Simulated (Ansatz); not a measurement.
Energy difference R1 → P1 + P2, each structure at its B3LYP-D3(BJ)/def2-SVP stationary point, reached from a drawn start (curvature not checked).
R1, H12Si5 (SMILES [SiH3][Si]([SiH3])([SiH3])[SiH3]) (charge 0, multiplicity 1):
```xyz
17

Si    -1.54104     0.08340     1.77154
Si     0.00000     0.00000     0.00001
Si     0.34239    -2.23581    -0.63557
Si     2.03976     0.93876     0.69150
Si    -0.84113     1.21365    -1.82745
H     -2.84425    -0.50988     1.34864
H     -1.02156    -0.68376     2.94236
H     -1.77038     1.49866     2.18824
H      0.87738    -3.02209     0.51540
H      1.32019    -2.30699    -1.76164
H     -0.94532    -2.84818    -1.07830
H      3.03155     0.89374    -0.42363
H      2.58872     0.17862     1.85340
H      1.83995     2.36106     1.09933
H      0.12691     1.17088    -2.96334
H     -2.13859     0.62971    -2.27998
H     -1.06467     2.63823    -1.44039
```
P1, SiH2 (SMILES [SiH2]) (charge 0, multiplicity 1):
```xyz
3

Si     0.611    -0.135    -0.344
H     -0.840     0.095    -0.787
H      0.229     0.040     1.131
```
P2, H10Si4 (SMILES [SiH3][SiH]([SiH3])[SiH3]) (charge 0, multiplicity 1):
```csv
atom,x (Å),y (Å),z (Å)
Si,-0.1541,-1.0542,1.9448
Si,0.3694,-0.5070,-0.2813
Si,-1.6199,-0.2116,-1.4995
Si,1.6114,1.4891,-0.3215
H,-0.9556,0.0559,2.5406
H,1.0884,-1.2340,2.7526
H,-0.9576,-2.3109,2.0067
H,1.1734,-1.6106,-0.8934
H,-2.4101,0.8914,-0.8761
H,-1.3244,0.1534,-2.9166
H,-2.4420,-1.4577,-1.4821
H,1.9480,1.8757,-1.7236
H,0.7962,2.5789,0.2927
H,2.8768,1.3417,0.4568
```

P less R. No zero-point or thermal terms.

Correlated levels freeze the cores.

Codes used: Ansatz (a first-principles code) with Gaussian orbitals. No computed number here is a measurement.

Total energies in hartree:

```tsv
structure	PBE/def2-TZVPP	PBE0/def2-TZVPP	CCSD(T)/cc-pV(T+d)Z
R1	-1453.939726	-1454.096859	-1452.493578
P1	-290.458329	-290.486415	-290.172147
P2	-1163.382852	-1163.509244	-1162.226239
```

Work out the reaction energy at each level in kcal/mol (1 hartree = 627.50947 kcal/mol), and say how far PBE/def2-TZVPP lies from CCSD(T)/cc-pV(T+d)Z.


- PBE/def2-TZVPP: (-290.458329) + (-1163.382852) − (-1453.939726) = 0.098545 hartree = 61.84 kcal/mol
- PBE0/def2-TZVPP: (-290.486415) + (-1163.509244) − (-1454.096859) = 0.101200 hartree = 63.50 kcal/mol
- CCSD(T)/cc-pV(T+d)Z: (-290.172147) + (-1162.226239) − (-1452.493578) = 0.095192 hartree = 59.73 kcal/mol
PBE/def2-TZVPP less CCSD(T)/cc-pV(T+d)Z: 2.11 kcal/mol. CCSD(T)/cc-pV(T+d)Z is the level counted from, the highest shown, and no exact or measured value.
